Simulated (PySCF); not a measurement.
# Electron correlation in Sc²⁺ (scandium, charge +2)

[Ar] 4p1, 2P determinant (an excited configuration). Calculation: PySCF 2.14, in x2c-TZVPPall with one added diffuse shell each of s, p, d, f type (7s6p5d3f1g, 80 functions); the spin-free X2C one-electron Hamiltonian (Gaussian nucleus). Frozen: [Ne]; 9 electrons correlated.

```
  level  correlation energy (mhartree)
   CCSD                        -207.55
    (T)                          -3.29
CCSD(T)                        -210.84
```

Diagnostics: T1 = 0.0069, D1 = 0.0290, largest double amplitude 0.031.

Cost of the coupled-cluster step: of the order of 40 core-seconds, for 9 correlated electrons.

This basis was not built for core-valence correlation, so the inner-shell part is incomplete.
